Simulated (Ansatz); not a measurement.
Reaction (redistribution): `O[SiH2]B(O)F` + `OC([SiH3])Cl` → `OB(O)F` + `O[SiH2]C([SiH3])Cl`

Computed with Ansatz on PBE0-D4/def2-TZVP structures; ΔE is electronic, products minus reactants. CBS: MP2 limit from def2 TZ/QZ plus the TZ coupled-cluster correction, frozen cores. Functionals use def2-TZVPP. B3LYP here is the variant with VWN-RPA as its local correlation; programs differ in this. One conformer a species, not always the lowest.

| level | ΔE (kJ/mol) | difference from CCSD(T)/CBS |
| --- | --- | --- |
| PBE-D4 | -221.3 | 26.0 |
| r2SCAN-D4 | -240.7 | 6.6 |
| PBE0-D4 | -235.9 | 11.4 |
| ωB97M-V | -245.4 | 1.9 |
| B2PLYP | -240.1 | 7.2 |
| PBE | -216.6 | 30.7 |
| PBE0 | -231.8 | 15.5 |
| B3LYP | -228.6 | 18.7 |
| MP2/def2-TZVPP | -258.4 | -11.1 |
| SCS-MP2/def2-TZVPP | -251.0 | -3.7 |
| CCSD(T)/def2-TZVPP | -246.2 | 1.1 |
| HF/def2-QZVPP | -252.0 | -4.7 |
| MP2/def2-QZVPP | -259.2 | -11.9 |
| SCS-MP2/def2-QZVPP | -252.1 | -4.8 |
| HF/CBS(def2) | -252.1 | -4.8 |
| CCSD/CBS(def2) | -249.2 | -1.9 |
| CCSD(T)/CBS | -247.3 | 0 |

Largest T1 diagnostic among the species: 0.013.

The D4 term adds −7.5 kJ/mol with B3LYP and −4.1 kJ/mol with PBE0; it sums over pairs of atoms, weighted by their polarisabilities, and B3LYP, whose exchange is more repulsive, gets the larger term. From PBE to PBE0 (25 % exact exchange), in def2-TZVPP and without D4, ΔE moves by −15.2 kJ/mol.
